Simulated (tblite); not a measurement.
hexafluoropropene (C₃F₆), singlet, geometry from GFN2-xTB; tblite with GFN1-xTB.

The tblite input:
```
$ tblite run mol.xyz --method gfn1 --charge 0 --spin 0 --grad --json tblite.json --no-restart

# file mol.xyz
9

F      2.49184748    -0.18829557     0.79842098
C      1.31418502     0.24683492     0.42467974
F      1.26067366     1.55824784     0.42112146
C      0.28229877    -0.52520184     0.08521556
F      0.37606850    -1.85663792     0.10149667
C     -1.06436063     0.03101770    -0.34154878
F     -1.61086992     0.78624932     0.61807922
F     -0.95447491     0.80748822    -1.42550070
F     -1.91799358    -0.94215242    -0.62584863
```

Output, abridged:

```
xTB calculator
 | screened Coulomb repulsion
 | Coulomb electrostatics
 |  * isotropic Klopman-Ohno-Mataga-Nishimoto electrostatics
 |  * onsite third-order electrostatics
 | DFT-D3(BJ) dispersion correction

halogen bonding energy    0.0000000000000E+00 Eh
repulsion energy          1.1993494253376E-01 Eh
dispersion energy        -2.5757959534217E-03 Eh
number of electrons       5.4000000000000E+01 e
integral cutoff           1.7350510997663E+01 bohr

------------------------------------------------------------
  cycle        total energy    energy error   density error
------------------------------------------------------------
      1     -36.70743547609  -3.6824795E+01   6.4025783E-01
      2     -37.15390244546  -4.4646697E-01   3.2457475E-01
      3     -37.15559401059  -1.6915651E-03   1.6719858E-01
      4     -37.15491249571   6.8151489E-04   2.4290414E-02
      5     -37.15609237548  -1.1798798E-03   4.9586473E-03
      6     -37.15614165516  -4.9279679E-05   6.8808242E-04
      7     -37.15614276989  -1.1147344E-06   1.5683555E-04
      8     -37.15614280855  -3.8653397E-08   6.7926907E-05
      9     -37.15614281853  -9.9862376E-09   1.9133159E-05
------------------------------------------------------------

electronic energy        -3.7273501965113E+01 Eh
total energy             -3.7156142818533E+01 Eh

Post processing:
 | Mayer-Wiberg bond orders

[Info] Tight-binding results written to 'tblite.txt'
[Info] JSON dump of results written to 'tblite.json'
```
